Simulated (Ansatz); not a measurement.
```yaml
crystal:
  periodic: [false, false, false]
  atoms:
    - {symbol: S, position_ang: [0.510225, -0.812633, 1.169177]}
    - {symbol: Sb, position_ang: [-0.003667, 0.286531, -1.012862]}
    - {symbol: H, position_ang: [0.980594, -1.824777, 0.687968]}
    - {symbol: H, position_ang: [-1.569028, 0.625796, -0.346013]}
    - {symbol: H, position_ang: [0.553611, 1.634301, -0.489267]}
basis:
  gaussian: {orbitals: def2-SVP, nuclear_model: gaussian}
magnetization: {spin_polarized: true, initial_magnetization: 6}
hamiltonian: {xc: {name: PBE0-DH}}
accuracy: high
scf: {lower_state_search: light}
```

```sh
$ ansatz run in.yaml --threads 2 --pin off --events-out ev --progress --plain --max-ram 4352MiB
```

It prints (some lines left out):

```
Functional definition: PBE0-DH
1344 factors; integrals over basis functions are off by at most 3.3e-9 eV
mean field evaluation 1: about -17391.0083 eV, gradient 1.2e1 eV
mean field evaluation 2: about -17391.0165 eV, gradient 1.2e1 eV
mean field evaluation 4: about -17392.8165 eV, gradient 1.9e0 eV
mean field evaluation 8: about -17393.0698 eV, gradient 2.5e-1 eV
mean field evaluation 16: about -17393.0751 eV, gradient 1.3e-2 eV
mean field evaluation 32: about -17393.0751 eV, gradient 1.2e-6 eV
mean field -17393.28412243 eV, -639.1914019079 hartree, gradient 3.8e-8 eV, S^2 12.011117; 7 other end points of the search recorded, 0 dependent functions left out
9 core orbitals not correlated: weight in the atoms' cores, before any rotation towards them, 1.000 or more for the frozen orbitals, at most 0.000 for the correlated occupied ones
reference -17393.28412400 eV, -639.1914019656 hartree; 15, 9 occupied and 35, 41 virtual orbitals, 1344 factors
second order -7.05694087 eV of doubles, -0.00000000 eV of singles
Total energy: -17394.16624161 eV, -639.2238191898 hartree
```

In this input the spin is set far too high for this molecule. The run converged. The result belongs to that input, not to the molecule as meant.
